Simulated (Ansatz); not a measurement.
A structure relaxed at PBE0-D4/def2-TZVP, charge 0, multiplicity 1:

```xyz
13

C     0.1790    1.1172    1.1369
Si    0.1063    0.0511   -0.3924
C    -0.8660   -1.5003   -0.1040
O     1.6487   -0.2775   -0.8923
O    -0.6407    0.8195   -1.6394
H     0.7323    2.0422    0.9524
H    -0.8285    1.3916    1.4602
H     0.6614    0.5963    1.9694
H    -0.8441   -2.1318   -0.9951
H    -1.9101   -1.2705    0.1228
H    -0.4564   -2.0748    0.7308
H     2.3431   -0.2357   -0.2352
H    -0.1252    1.4728   -2.1140
```

(1) Give its formula and SMILES.

(2) Point group (tolerance 0.08 Å, 0.16 Å for H)?

(3) Summarise the bond lengths by kind.

Results:

(1) C2H8O2Si, `C[Si](C)(O)O`.

(2) C1.

(3) 2 × C–Si 1.854 to 1.866 Å; 6 × C–H 1.092 to 1.094 Å; 2 × O–Si 1.644 to 1.654 Å; 2 × H–O 0.957 to 0.958 Å.

Computed with Ansatz.
